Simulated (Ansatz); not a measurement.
Mulliken charges of C2HF2Ge (`C#[C][Ge]([F])[F]`) radical from r2SCAN/def2-TZVPP in Ansatz (PBE0-D4/def2-TZVP geometry).

| atom | x (Å) | y (Å) | z (Å) | charge (e) |
| --- | --- | --- | --- | --- |
| C1 | -0.190 | 0.518 | 1.693 | -0.189 |
| C2 | -0.131 | 0.204 | 0.530 | -0.153 |
| Ge3 | -0.290 | -0.140 | -1.323 | 0.797 |
| F4 | -0.277 | -1.851 | -1.565 | -0.336 |
| F5 | 1.143 | 0.424 | -2.108 | -0.336 |
| H6 | -0.213 | 0.780 | 2.727 | 0.218 |

Question: By hand: the dipole of these point charges (1 e Å = 4.8032 D).

Answer: Σ q r = (-0.513, 0.409, 0.373) e Å, of length 0.755 e Å = 3.63 D.

Question: How does the dipole of the full density compare? (Estimate.)

Answer: The calculation gave: (-0.327, 0.307, 0.432) e Å, 2.99 D; the point charges give 1.21 times that, at 15° from its direction.

Point charges leave out the atoms' own dipoles, such as those of lone pairs, and Mulliken's split depends on the basis, so the two needn't agree.
